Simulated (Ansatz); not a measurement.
`BOBF` + `C#C[SeH]` → `C#C[Se]BF` + `BO` at 400 K and 1 bar (ligand exchange at a B–O bond).

Program: Ansatz. Geometries: PBE0-D4/def2-TZVP. ΔE: electronic, gas phase. CBS: MP2 limit from def2 TZ/QZ plus the TZ coupled-cluster correction, frozen cores. This one scheme is used for every species. For Se outer-core shells are correlated without core-valence functions, which leaves a few kJ/mol of doubt a bond. Scalar relativity is left out up to krypton. One conformer a species, not always the lowest.

```tsv
species	CCSD(T)/CBS energy (Eh)	H − E (kJ/mol)	S (J/(mol·K))
`BOBF`	-226.48924	132.3	312.6
`C#C[SeH]`	-2477.92583	88.5	296.1
`C#C[Se]BF`	-2602.59174	120.0	359.3
`BO`	-101.80414	108.2	244.0
```

H − E and S are ideal-gas, rigid-rotor, harmonic terms from PBE0-D4/def2-TZVP, for one conformer and one mirror image of each species. 1 Eh = 2625.50 kJ/mol, R = 8.31446 J/(mol·K).

Question: By hand: ΔE, ΔH, ΔS and ΔG.

Answer: ΔE = (-2602.59174) + (-101.80414) − (-226.48924) − (-2477.92583) = 0.01919 Eh = 50.4 kJ/mol. Δ(H − E) = 120.0 + 108.2 − 132.3 − 88.5 = 7.4, so ΔH = 57.8 kJ/mol. ΔS = 359.3 + 244.0 − 312.6 − 296.1 = -5.4 J/(mol·K). ΔG = 57.8 − 400 × (-5.4)/1000 = 60.0 kJ/mol.

Question: By hand: the equilibrium constant, and the temperature at which ΔG would vanish if ΔH and ΔS stayed fixed.

Answer: log₁₀ K = −ΔG/(RT ln 10) = -7.8. ΔH and −TΔS have one sign here, so there is no such temperature. One of them is within its doubt of zero, so this could turn.

The number of gas molecules stays the same, so ΔS is small and ΔH decides. A doubt of 5 kJ/mol in ΔE shifts log₁₀ K by 0.7 here. Other conformers and mirror images would add mixing entropy, several J/(mol·K) or more a flexible species. These are equilibria of isolated gas molecules and say nothing of rates. Largest T1 diagnostic: 0.014 (customary marks: 0.02 for closed shells, 0.045 for open ones).
